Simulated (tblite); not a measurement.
C8H9N.
SMILES with atom numbers: `[H]/[N:2]=[CH:3]/[C@@H:4]1[C@H:5]2[C@H:6]([CH3:7])[C@:8]12[C:9]#[CH:10]` (hydrogens: H1 on N2; H11 on C3; H12 on C4; H13 on C5; H14 on C6; H15, H16, H17 on C7; H18 on C10)

Computed with GFN2-xTB (tblite), gas phase: Langevin dynamics at 300 K from the optimised GFN2-xTB geometry, time step 0.5 fs, friction 0.01 fs⁻¹, 2000 steps.

Start geometry:
```
atom  x, y, z in Å
H1      4.266    0.395   -0.181
N2      3.482    0.014    0.343
C3      2.364    0.084   -0.226
C4      1.164   -0.430    0.444
C5      0.073   -1.038   -0.395
C6     -1.042   -0.855    0.587
C7     -2.467   -0.861    0.094
C8     -0.148    0.303    0.218
C9     -0.418    1.595   -0.239
C10    -0.656    2.712   -0.613
H11     2.186    0.518   -1.222
H12     1.362   -0.844    1.429
H13     0.086   -1.399   -1.401
H14    -0.916   -1.284    1.579
H15    -3.106   -0.306    0.778
H16    -2.841   -1.882    0.030
H17    -2.533   -0.401   -0.889
H18    -0.865    3.687   -0.937
```

The statistics below take the 31 frames saved every 25 fs from 250 to 1000 fs; their kinetic temperature (all 3N coordinates) averages 243 K.

**Question.** Give the mean, spread and extremes of the bond lengths.

**Answer.** 
```tsv
bond	start (Å)	mean (Å)	standard deviation (Å)	shortest (Å)	longest (Å)
H1–N2	1.017	1.022	0.030	0.973	1.078
N2=C3	1.257	1.259	0.019	1.230	1.309
C3–C4	1.468	1.478	0.027	1.414	1.536
C4–C5	1.504	1.486	0.027	1.434	1.567
C5–C6	1.497	1.502	0.022	1.459	1.550
C6–C7	1.508	1.515	0.026	1.456	1.568
C6–C8	1.509	1.519	0.028	1.471	1.595
C8–C9	1.397	1.392	0.025	1.346	1.438
C9≡C10	1.201	1.202	0.018	1.176	1.246
C4–C8	1.520	1.523	0.032	1.466	1.588
C5–C8	1.492	1.498	0.024	1.442	1.558
C3–H11	1.101	1.109	0.042	1.046	1.201
C4–H12	1.087	1.091	0.033	1.030	1.190
C5–H13	1.069	1.074	0.034	1.004	1.129
C6–H14	1.089	1.093	0.028	1.052	1.162
C7–H15	1.088	1.087	0.026	1.038	1.144
C7–H16	1.089	1.094	0.032	1.027	1.167
C7–H17	1.088	1.093	0.022	1.054	1.137
C10–H18	1.048	1.049	0.021	1.017	1.092
```

**Question.** Give the same statistics for bond angles, one of each kind among heavy atoms.

**Answer.** 
| angle | start (°) | mean (°) | standard deviation (°) | smallest (°) | largest (°) |
| --- | --- | --- | --- | --- | --- |
| N2–C3–C4 | 120.1 | 120.5 | 3.5 | 112.5 | 130.7 |
| C3–C4–C5 | 118.7 | 119.4 | 3.3 | 113.8 | 127.8 |
| C3–C4–C8 | 118.0 | 118.8 | 4.4 | 112.0 | 127.2 |
| C5–C4–C8 | 59.1 | 59.7 | 1.4 | 56.4 | 63.2 |
| C4–C5–C6 | 97.2 | 96.8 | 1.8 | 93.2 | 101.1 |
| C4–C5–C8 | 61.0 | 61.4 | 1.5 | 59.1 | 64.4 |
| C6–C5–C8 | 60.7 | 60.8 | 1.4 | 58.5 | 64.3 |
| C5–C6–C7 | 119.3 | 119.5 | 3.8 | 112.7 | 125.5 |
| C5–C6–C8 | 59.5 | 59.5 | 1.4 | 56.8 | 62.4 |
| C7–C6–C8 | 118.9 | 120.0 | 3.0 | 111.6 | 127.3 |
| C6–C8–C9 | 132.5 | 133.9 | 3.4 | 128.0 | 140.3 |
| C4–C8–C6 | 96.0 | 94.6 | 2.1 | 90.1 | 99.0 |
| C4–C8–C9 | 131.5 | 130.8 | 3.4 | 123.2 | 137.5 |
| C4–C8–C5 | 59.9 | 59.0 | 1.5 | 56.2 | 61.7 |

**Question.** Follow the torsion N2–C3–C4–C5 through every second one of these frames.

**Answer.** 
```json
{"t (fs)": "250", "N2–C3–C4–C5 (°)": "-156"}
{"t (fs)": "300", "N2–C3–C4–C5 (°)": "-145"}
{"t (fs)": "350", "N2–C3–C4–C5 (°)": "-151"}
{"t (fs)": "400", "N2–C3–C4–C5 (°)": "-151"}
{"t (fs)": "450", "N2–C3–C4–C5 (°)": "-133"}
{"t (fs)": "500", "N2–C3–C4–C5 (°)": "-139"}
{"t (fs)": "550", "N2–C3–C4–C5 (°)": "-155"}
{"t (fs)": "600", "N2–C3–C4–C5 (°)": "-161"}
{"t (fs)": "650", "N2–C3–C4–C5 (°)": "-168"}
{"t (fs)": "700", "N2–C3–C4–C5 (°)": "-147"}
{"t (fs)": "750", "N2–C3–C4–C5 (°)": "-155"}
{"t (fs)": "800", "N2–C3–C4–C5 (°)": "-142"}
{"t (fs)": "850", "N2–C3–C4–C5 (°)": "-134"}
{"t (fs)": "900", "N2–C3–C4–C5 (°)": "-141"}
{"t (fs)": "950", "N2–C3–C4–C5 (°)": "-152"}
{"t (fs)": "1000", "N2–C3–C4–C5 (°)": "-136"}
```

Largest departure from the start value over all these frames: N2–C3–C4–C5 24° (start -147°).

**Question.** How widely does the potential energy scatter, against a harmonic estimate?

**Answer.** Mean 0.57 eV above the start, standard deviation 0.134 eV, range 0.30 to 0.89 eV. For 48 classical harmonic modes at 300 K the canonical values are 48kT/2 = 0.62 eV and kT·√(48/2) = 0.127 eV.

The run is classical and short, so these are rough statistics of one trajectory.

The cost below is that of the whole dynamics run. Time: 14 s; peak memory 0.18 GiB. Hardware: one thread, Arm Neoverse V1 (aarch64), no GPU, shared host.
